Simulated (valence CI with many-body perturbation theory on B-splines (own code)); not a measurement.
Values are calculated unless marked as measured or tabulated.
# Cd⁷⁺: magnetic and hyperfine properties of the levels

Level of theory: configuration interaction combined with many-body perturbation theory (CI+MBPT): five valence electrons over a frozen Dirac-Fock core [Kr], radial functions for each j: 7 s, 7 p, 8 d, 6 f, 4 g, 1 h, with the one-electron correlation potential Σ1 (screened to all orders), the two-electron term Σ2, the three-electron term Σ3, Breit, model QED; selected single and double excitations, second order for the rest, scaled by the run's own slope (own B-spline code, finite nucleus).

No measured spectrum was set against this ion. As an estimate, terms of the open shell hold to 2 to 4 % of their energy, and close levels can change places; different configurations can be misplaced against each other by 1,000 to 8,000 cm⁻¹. Core correlation moves these levels by up to 22000 cm⁻¹, and in measured spectra 5 to 20 % of such shifts remained as error; rates that hang on mixing are uncertain with them. Among the levels kept, up to 1500 cm⁻¹ of a level comes from second order outside the variational space, and about a tenth of that is noise between levels of different J, which matters for small intervals. Only levels of the ground parity were solved; by the run's estimate the other parity begins above the list, which can be wrong where configurations are misplaced.

A/g_I is the dipole constant over the nuclear g factor μ/I (μ in nuclear magnetons, uniformly magnetised nucleus), B/Q the quadrupole constant per barn. Both hold the static response of the core; the bare values leave it out. Large factors of s and p1/2 electrons are usually good to 5 to 10 %; those of open d and f shells near neutrality can be off by tens of per cent, and small factors of p3/2, d and f electrons come from cancelling terms and can be off by a factor of two or in sign, in half-filled shells by more. B is blank for J = 1/2, where it vanishes, and for nearly pure S terms. Energies count from the lowest level.

Names give the largest LS component (configuration and term), which can be under half, so a name can repeat, a term be missing and a line seem to break the LS rules; names also repeat where a configuration has a term twice. Letters in brackets count levels of one name in rising energy.

| Level | E (cm⁻¹) | g | A/g_I (MHz) | A/g_I bare | B/Q (MHz/b) | B/Q bare |
| --- | --- | --- | --- | --- | --- | --- |
| 4d⁵ ⁶S_5/2 | 0 | 1.989 | -942 | -9.52 |  |  |
| 4d⁵ ⁴G_5/2 | 30727 | 0.712 | 1590 | 1290 | 671 | 620 |
| 4d⁵ ⁴G_7/2 | 32092 | 1.005 | 1090 | 1080 | 544 | 505 |
| 4d⁵ ⁴G_11/2 | 32477 | 1.263 | 822 | 1070 | -26.9 | -28.7 |
| 4d⁵ ⁴G_9/2 | 32794 | 1.171 | 866 | 1020 | 413 | 383 |
| 4d⁵ ⁴P_5/2 | 34198 | 1.344 | 325 | 635 | 1140 | 1060 |
| 4d⁵ ⁴P_3/2 | 35366 | 1.443 | 522 | 954 | 1020 | 953 |
| 4d⁵ ⁴P_1/2 | 37412 | 1.664 | -415 | 191 |  |  |
| 4d⁵ ⁴D_7/2 | 39218 | 1.398 | 314 | 680 | 544 | 511 |
| 4d⁵ ⁴D_1/2 | 42162 | 0.988 | 1630 | 1630 |  |  |
| 4d⁵ ⁴D_5/2 | 42664 | 1.411 | 448 | 835 | -679 | -635 |
| 4d⁵ ⁴D_3/2 | 43500 | 1.432 | 588 | 1010 | -586 | -548 |
| 4d⁵ ²I_11/2 | 46032 | 0.947 | 1330 | 1270 | 132 | 121 |
| 4d⁵ ²I_13/2 | 47932 | 1.076 | 1170 | 1240 | -0.757 | 1.10 |
| 4d⁵ ²D_5/2 [a] | 50994 | 1.086 | 898 | 960 | 412 | 386 |
| 4d⁵ ²D_3/2 [a] | 51763 | 0.626 | 2210 | 1850 | -190 | -177 |
| 4d⁵ ⁴F_7/2 | 52020 | 1.143 | 1100 | 1240 | -1170 | -1090 |
| 4d⁵ ⁴F_9/2 | 52295 | 1.212 | 794 | 988 | -0.566 | -3.63 |
| 4d⁵ ⁴F_5/2 | 55023 | 1.020 | 1200 | 1210 | -1010 | -937 |
| 4d⁵ ²H_9/2 | 57608 | 1.081 | 1090 | 1160 | 458 | 430 |
| 4d⁵ ²F_7/2 [a] | 57861 | 1.138 | 926 | 1050 | -326 | -299 |
| 4d⁵ ²D_3/2 [b] | 58569 | 0.626 | 2210 | 1850 | -171 | -158 |
| 4d⁵ ²G_7/2 [a] | 60182 | 0.986 | 1440 | 1430 | -885 | -814 |
| 4d⁵ ²F_5/2 [a] | 62001 | 0.944 | 1080 | 999 | 915 | 844 |
| 4d⁵ ²H_11/2 | 62437 | 1.075 | 1140 | 1210 | -107 | -89.4 |
| 4d⁵ ²G_9/2 [a] | 64034 | 1.060 | 1110 | 1160 | -327 | -291 |
| 4d⁵ ²F_7/2 [b] | 64596 | 1.145 | 1070 | 1210 | 486 | 441 |
| 4d⁵ ²F_5/2 [b] | 65989 | 1.002 | 1180 | 1160 | -948 | -880 |
| 4d⁵ ²S_1/2 | 68834 | 1.989 | -965 | -39.6 |  |  |
| 4d⁵ ²D_3/2 [c] | 77328 | 0.804 | 1650 | 1460 | -406 | -375 |
| 4d⁵ ²D_5/2 [b] | 79157 | 1.176 | 869 | 1030 | -146 | -129 |
| 4d⁵ ²G_9/2 [b] | 84854 | 1.111 | 1020 | 1120 | -539 | -502 |
| 4d⁵ ²G_7/2 [b] | 85615 | 0.897 | 1560 | 1460 | 806 | 750 |
| 4d⁵ ²P_3/2 | 100740 | 1.294 | 762 | 1040 | -953 | -886 |
| 4d⁵ ²P_1/2 | 102290 | 0.694 | 489 | 87.7 |  |  |
| 4d⁵ ²D_5/2 [c] | 112250 | 1.199 | 710 | 882 | -349 | -324 |
| 4d⁵ ²D_3/2 [d] | 113350 | 0.836 | 2110 | 1980 | 1280 | 1190 |
| 4d⁴5s ⁶D_1/2 | 302100 | 3.281 | 12400 | 12500 |  |  |
| 4d⁴5s ⁶D_3/2 | 303670 | 1.858 | 5150 | 5140 | 963 | 895 |
| 4d⁴5s ⁶D_5/2 | 305710 | 1.651 | 3990 | 4010 | 733 | 679 |

Q: Take the isotope of mass number 113, with I = 1/2, μ = -0.6213 μN. What is the hyperfine structure of 4d⁵ ⁴G_9/2?

A: From the table A = -1080 MHz. Shifts from the centre of gravity in MHz: F = 4: 2970, F = 5: -2430.
